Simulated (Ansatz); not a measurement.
CH7BO3Si can be A, `C[SiH2]OB(O)O`, or B, `COB(O)O[SiH3]`.

Program: Ansatz. Geometries: PBE0-D4/def2-TZVP. ΔE: electronic, gas phase. CCSD(T)/CBS adds triple-zeta CCSD(T) − MP2 to the extrapolated MP2 energy (def2 sets, frozen cores). Functionals use def2-TZVPP. B3LYP here is the variant with VWN-RPA as its local correlation; programs differ in this. One conformer a species, not always the lowest.

Question: Which isomer does CCSD(T)/CBS put lower? Give the gap. (An estimate is asked.)

Answer: The calculation gave: A, by 118.2 kJ/mol.

Question: Give E(B) − E(A) in kJ/mol with HF/def2-TZVPP, r2SCAN-D4, CCSD(T)/def2-TZVPP, PBE-D4, B2PLYP, B3LYP-D4, ωB97M-V. (Best estimate.)

Answer: Ansatz gave: HF/def2-TZVPP 104.9, r2SCAN-D4 118.2, CCSD(T)/def2-TZVPP 114.9, PBE-D4 115.6, B2PLYP 113.9, B3LYP-D4 111.6, ωB97M-V 117.9. None reverses the order clearly.

Largest T1 diagnostic: 0.012.

In def2-TZVPP, CCSD(T) changes the Hartree–Fock value by +10.0 kJ/mol (the triples alone add +0.3 kJ/mol) and MP2 by +17.0 kJ/mol.
